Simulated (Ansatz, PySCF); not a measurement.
Ga(Me)(SH)2 (CH₅GaS₂), SMILES [CH3][Ga]([SH])[SH]. Atoms are numbered in the order given.

```xyz
9

Ga     0.2862    -0.0729    -0.0199
C      2.1827    -0.5820    -0.1405
H      2.2722    -1.6787    -0.0956
H      2.7430    -0.1578     0.7066
H      2.6274    -0.2277    -1.0815
S     -0.8373    -0.3862     1.8775
H     -2.0148     0.0931     1.4159
S     -0.7647     0.8101    -1.7728
H     -1.9646     0.9403    -1.1621
```
Charge 0, spin multiplicity 1.

Coordinates come from a B3LYP-D3(BJ)/def2-SVP optimisation. The structure was generated by enumeration; whether it is a known compound was not checked. One conformer was computed; it need not be the lowest.

Vertical ionisation energy (IE) and electron affinity (EA) in eV. Rows of orbital energies are one-electron estimates. Where ΔSCF, EOM or ADC give a negative EA the extra electron is unbound and the value depends on the basis.

```tsv
level	IE	EA
−ε(HOMO), −ε(LUMO), r2SCAN/def2-TZVP (PySCF)	…	…
−ε(HOMO), −ε(LUMO), PBE/def2-TZVP (PySCF)	6.19	1.54
ΔSCF, PBE0/def2-SVPD (Ansatz), final states of multiplicity 2 and 2	9.38	-0.37
ΔSCF, PBE/def2-SVPD (Ansatz), final states of multiplicity 2 and 2	9.06	-0.21
```

Question: Fill in the missing entries. (An estimate is asked for; the answer gives what the named calculation found.)

Answer: 
- −ε(HOMO), −ε(LUMO), r2SCAN/def2-TZVP (PySCF), IE: 6.49
- −ε(HOMO), −ε(LUMO), r2SCAN/def2-TZVP (PySCF), EA: 1.32

Question: What vertical singlet–triplet gap does ΔSCF give with PBE0/def2-SVPD (Ansatz, an electronic-structure program) and with PBE/def2-SVPD (Ansatz)? (Estimate from the structure and the level; the computed values follow.)

Answer: 5.04 and 4.69 eV (triplet above singlet where positive).
